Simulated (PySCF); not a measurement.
Species: C9H7BF2.
Cartesian coordinates in Å at the PBE0-D3(BJ)/def2-SVP level; atoms count from 1:
```xyz
19
C9H7BF2 angstrom
F      3.1517   -1.4371    0.5079
B      2.9306   -0.1394    0.3712
F      3.9901    0.6515    0.4251
C      1.5108    0.4266    0.1642
C      1.2287    1.7516    0.0634
C     -0.2367    1.9876   -0.1202
C     -0.8057    0.5984   -0.1175
C     -2.1164    0.1591   -0.2506
C     -2.3716   -1.2145   -0.2154
C     -1.3281   -2.1289   -0.0497
C     -0.0096   -1.6938    0.0859
C      0.2479   -0.3226    0.0519
H      1.9676    2.5542    0.1105
H     -0.4443    2.5306   -1.0607
H     -0.6497    2.6197    0.6873
H     -2.9366    0.8698   -0.3818
H     -3.3969   -1.5774   -0.3197
H     -1.5485   -3.1989   -0.0262
H      0.8046   -2.4091    0.2162
```

Computed, not measured: TDDFT CAM-B3LYP/def2-SVPD, vertical, gas phase, core orbitals frozen in the response (PySCF 2.14.0, density-fitted response routines).

Kohn–Sham orbitals with the atoms that hold most of them (Löwdin shares over 4%, at most four atoms; ? is withheld):

```json
{"orbital": "LUMO+2", "ε (eV)": "1.02", "atoms": "C10 15%, C9 15%, C12 14%, C7 12%"}
{"orbital": "LUMO+1", "ε (eV)": "0.65", "atoms": "C8 20%, C11 20%, C10 11%, C7 11%"}
{"orbital": "LUMO", "ε (eV)": "-0.50", "atoms": "C5 28%, C4 19%, B2 13%, C6 6%"}
{"orbital": "HOMO", "ε (eV)": "?", "atoms": "?"}
{"orbital": "HOMO-1", "ε (eV)": "-8.47", "atoms": "?"}
{"orbital": "HOMO-2", "ε (eV)": "-10.23", "atoms": "C4 26%, C5 16%, C12 11%, C9 10%"}
{"orbital": "HOMO-3", "ε (eV)": "-10.90", "atoms": "C12 14%, C7 14%, C11 10%, C8 10%"}
```

(1) Which atoms hold the HOMO, and with what shares?

(2) Give the leading atoms of the HOMO-1.

(3) What is the HOMO energy, and the HOMO–LUMO gap?

Answers

(1) C9 (bonded to 2 C and H) 18%; C12 (bonded to 3 C) 16%; C5 (bonded to 2 C and H) 16%; C4 (bonded to B and 2 C) 11%.

(2) C10 (bonded to 2 C and H) 20%; C11 (bonded to 2 C and H) 20%; C8 (bonded to 2 C and H) 19%; C7 (bonded to 3 C) 17%.

(3) ε(HOMO) = -7.85 eV; the gap is 7.35 eV (0.2702 hartree).

The HOMO–LUMO gap is 7.35 eV. Where does the response calculation put the lowest singlet, and from which orbitals?

S1 is at 4.69 eV (f = 0.082), 2.67 eV below the gap, made of HOMO→LUMO (94%). 

Next come S2 at 5.01 eV (f 0.010), HOMO-1→LUMO (50%), HOMO→LUMO+1 (33%), HOMO-1→LUMO+2 (9%); S3 at 5.76 eV (f 0.156), HOMO-1→LUMO (47%), HOMO→LUMO+1 (40%), HOMO-1→LUMO+2 (9%); S4 at 5.93 eV (f 0.032), HOMO→LUMO+2 (62%), HOMO-1→LUMO+1 (29%); S5 at 6.41 eV (f 0.0066), HOMO→LUMO+3 (84%).
